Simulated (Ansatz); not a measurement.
One change: `[OH][Cd][Br]` becomes `[CH3][Cd][Br]`.

Ansatz, PBE0-D4/def2-TZVP geometries, multiplicity 1. Each molecule was computed in one conformer, which needn't be the lowest.

Elements past krypton have def2 core potentials. Scalar relativity is left out up to krypton. Spin–orbit coupling is left out; it splits and shifts lone-pair levels of the heavy atoms by tenths of an eV.

```json
{"property": "LUMO energy (ωB97M-V/def2-TZVPP) / eV", "`[OH][Cd][Br]`": "-0.11"}
{"property": "ideal-gas entropy at 298 K and 1 bar (rigid rotor, harmonic PBE0-D4/def2-TZVP) / J/(mol·K)", "`[OH][Cd][Br]`": "311"}
{"property": "size of the dipole moment (B3LYP/def2-TZVPP) / D", "`[OH][Cd][Br]`": "1.58"}
{"property": "LUMO energy (B3LYP/def2-TZVPP) / eV", "`[OH][Cd][Br]`": "-2.21"}
{"property": "HOMO energy (PBE/def2-TZVPP) / eV", "`[OH][Cd][Br]`": "-6.69"}
{"property": "HOMO–LUMO gap (ωB97M-V/def2-TZVPP) / eV", "`[OH][Cd][Br]`": "10.32"}
```

Q: What does the change do to each property? (Estimate.)

A: Ansatz gave: 
```csv
property,`[CH3][Cd][Br]`,shift
LUMO energy (ωB97M-V/def2-TZVPP) / eV,0.67,0.78
"ideal-gas entropy at 298 K and 1 bar (rigid rotor, harmonic PBE0-D4/def2-TZVP) / J/(mol·K)",312,1
size of the dipole moment (B3LYP/def2-TZVPP) / D,3.04,1.46
LUMO energy (B3LYP/def2-TZVPP) / eV,-1.23,0.98
HOMO energy (PBE/def2-TZVPP) / eV,-6.64,0.05
HOMO–LUMO gap (ωB97M-V/def2-TZVPP) / eV,10.78,0.46
```

With PBE0 the HOMO rises by 0.28 eV and the LUMO rises by 0.95 eV, so the gap widens by about 0.67 eV. PBE moves the HOMO by 0.05 eV and ωB97M-V by 0.32 eV. The zero-point energy changes by 60.6 kJ/mol with +6 modes. Dipoles are sizes alone; their direction can turn.

B3LYP here is the variant with VWN-RPA as its local correlation; programs differ in this.
